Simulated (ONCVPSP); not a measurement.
## Pseudopotential generation for tungsten (W): ONCV, PW91, scalar-relativistic.

* Element: tungsten (W)
* Generator: ONCVPSP 4.0.1
* Type: optimised norm-conserving Vanderbilt (ONCV)
* Functional: PW91
* Relativity: scalar-relativistic
* Frozen core: [Kr] 4d10 4f14
* Valence charge: 14
* Reference configuration: 5s2 5p6 5d4 6s2
* Partial waves: 5s+6s: rc 1.60 bohr, ncon 4, nbas 7, qcut 8.9 1/bohr, 2 projectors; 5p: rc 1.75 bohr, ncon 3, nbas 6, qcut 7.9 1/bohr, 1 projector; 5d: rc 2.40 bohr, ncon 4, nbas 9, qcut 7 1/bohr, 2 projectors, debl 2.2 Ha
* Local potential: polynomial inside 1.05 bohr (lpopt 5, dvloc0 4 Ha)
* Core correction: polynomial model core, fcfact 0.75

- Cutoffs needed: 26 Ha and 30 Ha (the cutoffs (Ha) at which the residual kinetic energy of the hardest occupied pseudo-wave falls to 1 and 0.1 mHa per electron)
- Ghost test: no bound ghost flagged; GHOST(+) flagged for s at 159.3 eV
- Largest excitation error: -26 meV (all-electron minus pseudo) for 5s2 5p6 5d3 6s0, out of 4 test configurations
- rms error of d²Exc/dni dnj: 6.33 mHa without and 0.52 mHa with the model core
